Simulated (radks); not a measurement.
Question: Method: scalar-relativistic Kohn-Sham, BLYP, spin-polarised, spherical densities, finite nucleus; open shells are filled with parallel spins first (spin-orbit coupling, left out, can overturn this in heavy ions); Fermi nuclear charge, rms radius of each element as measured or else 0.836 A^(1/3) + 0.57 fm; computed with a radial shooting solver on a logarithmic mesh with Libxc functionals. Each species is in its NIST ground configuration. Rank Ta, Ir, Pt, Lu, Hf, Os, Au, Re, W, Hg by radius at which the density is 0.001 e/bohr^3 (bohr), largest first.

Answer: Lu 5.05, Hf 4.98, Ta 4.88, W 4.79, Re 4.70, Os 4.62, Ir 4.54, Pt 4.36, Hg 4.33, Au 4.29.
